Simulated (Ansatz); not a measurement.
Coupled-cluster diagnostics for Al₄H₄⁻, Ansatz.

Geometry of the doublet (PBE-D4/def2-SVPD):

```xyz
8

Al   -1.039   -0.840   -0.395
Al    0.163   -0.959    2.240
Al   -0.055    0.914   -1.921
Al    0.928    0.701    0.446
H     0.213    1.823   -3.253
H     1.756   -0.593    1.333
H    -2.221   -1.948   -0.525
H     0.255    0.901    2.075
```

Correlated methods freeze 20 core orbitals. The structure comes from a short search, and lower isomers may exist.

Estimate the CCSD(T) correlation energy, the shares of MP2 and (T), T1 and the reference's ⟨S²⟩ for: charge 0, singlet, vertical in def2-TZVPPD; and the rough time on 4 threads of Arm Neoverse V2 on a shared host.


```
                      state        basis  correlation (eV)  MP2 share (%)  (T) share (%)     T1  ⟨S²⟩ (pure)  wall time                            remarks
charge 0, singlet, vertical  def2-TZVPPD           -10.610           80.6            5.1  0.022  0.00 (0.00)      7 min  large T1, restricted SCF unstable
```
Customary marks for T1 are 0.02 (closed shells), 0.045 (open shells) and about 0.05 (3d metals). T1 exceeds 0.02 in 1 of 1 rows and 0.045 in 0; the higher it lies, the less the single-reference result can be trusted.
